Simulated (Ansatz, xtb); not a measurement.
# Two structures of Al2FH5OSi

Structure I is `[F][AlH][O][AlH][SiH3]`, a singlet and structure II is a singlet given by its coordinates. Both are isolated molecules in the gas phase, relaxed with PBE0-D3(BJ)/def2-SVP; the shapes shown needn't be the lowest conformers.

I (Å):

```json
{"atom": "Al", "x (Å)": "3.5016", "y (Å)": "1.2761", "z (Å)": "-0.1580"}
{"atom": "Al", "x (Å)": "1.3987", "y (Å)": "-0.2270", "z (Å)": "2.0367"}
{"atom": "F", "x (Å)": "3.6832", "y (Å)": "0.5501", "z (Å)": "-1.6426"}
{"atom": "O", "x (Å)": "2.4715", "y (Å)": "0.5592", "z (Å)": "0.9699"}
{"atom": "Si", "x (Å)": "-0.9760", "y (Å)": "0.3738", "z (Å)": "1.9741"}
{"atom": "H", "x (Å)": "4.2938", "y (Å)": "2.5984", "z (Å)": "0.1280"}
{"atom": "H", "x (Å)": "2.0185", "y (Å)": "-1.3030", "z (Å)": "3.0271"}
{"atom": "H", "x (Å)": "-1.4263", "y (Å)": "0.9115", "z (Å)": "3.3001"}
{"atom": "H", "x (Å)": "-1.2709", "y (Å)": "1.4123", "z (Å)": "0.9354"}
{"atom": "H", "x (Å)": "-1.8255", "y (Å)": "-0.8262", "z (Å)": "1.6781"}
```

II (Å):

| atom | x (Å) | y (Å) | z (Å) |
| --- | --- | --- | --- |
| Al | 1.3450 | 2.4038 | 0.2930 |
| Al | 2.9600 | 1.0943 | 1.6958 |
| F | -0.1024 | 2.6939 | -0.4911 |
| O | 1.1752 | 0.7180 | 1.1216 |
| Si | 0.0375 | -0.5316 | 1.2963 |
| H | 4.0349 | 0.2043 | 0.9393 |
| H | 3.0334 | 1.4375 | 3.2439 |
| H | -0.3049 | -1.0692 | -0.0486 |
| H | -1.1777 | 0.0069 | 1.9658 |
| H | 0.6718 | -1.5877 | 2.1354 |

Close contacts (Å): Al1–Al2 2.51, Al1–F3 1.67, Al1–O4 1.89, Al2–O4 1.91, O4–Si5 1.70, Al2–H6 1.59, Al2–H7 1.59, Si5–H8 1.49, Si5–H9 1.49, Si5–H10 1.49.

Quicker runs give these differences E(II) − E(I): GFN2-xTB +0.016 eV; HF/STO-3G +1.238 eV (at GFN2-xTB geometries); r2SCAN-D4/def2-SVP +0.702 eV (at GFN2-xTB geometries).

Q: Estimate E(II) − E(I) at the level CCSD(T)/def2-SVP + ΔMP2/def2-TZVPP.

A: Calculated at CCSD(T)/def2-SVP + ΔMP2/def2-TZVPP: E(II) − E(I) = +0.638 eV, so structure I lies lower.

The same difference at several levels:

```json
{"level": "GFN2-xTB", "geometry": "GFN2-xTB", "E(II) − E(I) (eV)": "+0.016", "departure from the last row (eV)": "−0.622", "job, with rough time for the two": "optimisation, 0.78 s"}
{"level": "HF/STO-3G", "geometry": "GFN2-xTB", "E(II) − E(I) (eV)": "+1.238", "departure from the last row (eV)": "+0.600", "job, with rough time for the two": "single point, 0.42 s"}
{"level": "r2SCAN-D4/def2-SVP", "geometry": "GFN2-xTB", "E(II) − E(I) (eV)": "+0.702", "departure from the last row (eV)": "+0.064", "job, with rough time for the two": "single point, 3.7 s"}
{"level": "PBE0-D3(BJ)/def2-SVP", "geometry": "PBE0-D3(BJ)/def2-SVP", "E(II) − E(I) (eV)": "+0.617", "departure from the last row (eV)": "−0.021", "job, with rough time for the two": "optimisation, 3.2 min"}
{"level": "HF/def2-SVP", "geometry": "PBE0-D3(BJ)/def2-SVP", "E(II) − E(I) (eV)": "+0.796", "departure from the last row (eV)": "+0.158", "job, with rough time for the two": "part of the CCSD(T) run"}
{"level": "MP2/def2-SVP", "geometry": "PBE0-D3(BJ)/def2-SVP", "E(II) − E(I) (eV)": "+0.690", "departure from the last row (eV)": "+0.052", "job, with rough time for the two": "part of the CCSD(T) run"}
{"level": "CCSD(T)/def2-SVP", "geometry": "PBE0-D3(BJ)/def2-SVP", "E(II) − E(I) (eV)": "+0.628", "departure from the last row (eV)": "−0.010", "job, with rough time for the two": "single point"}
{"level": "CCSD(T)/def2-SVP + ΔMP2/def2-TZVPP", "geometry": "PBE0-D3(BJ)/def2-SVP", "E(II) − E(I) (eV)": "+0.638", "departure from the last row (eV)": "", "job, with rough time for the two": "single point, 27 s"}
```

GFN2-xTB finds them nearly level. The largest departure from CCSD(T)/def2-SVP + ΔMP2/def2-TZVPP is that of GFN2-xTB, 0.622 eV. The last row adds to CCSD(T) the change of the MP2 difference between the two basis sets, here +0.010 eV.

With harmonic frequencies from PBE0-D3(BJ)/def2-SVP (ideal gas, rigid rotor, one conformer each, 298.15 K, 1 atm): on the last row, ΔE + ΔZPE = +0.670 eV. A mode under 50 cm⁻¹ makes harmonic enthalpies and free energies unreliable, so none is given.

The correlated steps freeze 17 core orbitals. Codes used: Ansatz 0.2.0, xtb 6.7.1; the last row on 2 threads of Intel(R) Xeon(R) Platinum 8488C (Sapphire Rapids) on a shared host.
